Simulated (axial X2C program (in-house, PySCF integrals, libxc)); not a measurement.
Correcting the dissociation energy of YAs for spin–orbit coupling

A spin-free PBE0 curve (one-electron X2C) was computed with an in-house relativistic program for diatomic molecules, basis Y dyall-cv3z [11s12p9d6f3g], As dyall-cv3z [9s9p6d4f1g] (cores contracted in-house), for the state M_S = 0, Λ = 0 (closed shell). It gives D0 = 2.787 eV to Y + As, which in a spin-free picture are the weighted means of the ground terms.

Measured levels of the ground terms (NIST Handbook of Basic Atomic Spectroscopic Data), in cm⁻¹: Y 2D: J = 3/2 at 0, J = 5/2 at 530.4; As 4S: J = 3/2 at 0.

The molecular state has Λ = 0, so it has no first-order lowering.

How far does each ground level lie under the (2J+1)-weighted mean of its term?

Y: (4 × 0 + 6 × 530.4)/10 = 318 cm⁻¹; As: a single level, 0.

Correct D0.

D0 = 2.787 + (0 − 318)/8065.5 = 2.748 eV at PBE0 with these spin–orbit terms.

Second-order spin–orbit effects in the molecule, which grow quickly with Z, are left out. The state is a single determinant with fixed occupations, the lowest that a limited PBE0 search found. De is counted from the lowest determinant-based energies of the atoms at the same level, without counterpoise correction. PBE0 can misorder states that lie within some tenths of an eV, so this need not be the ground state of the molecule. The nearest other spin-free determinant of the search, M_S = 1, Λ = 1, lies 0.40 eV up at the distance of the search.
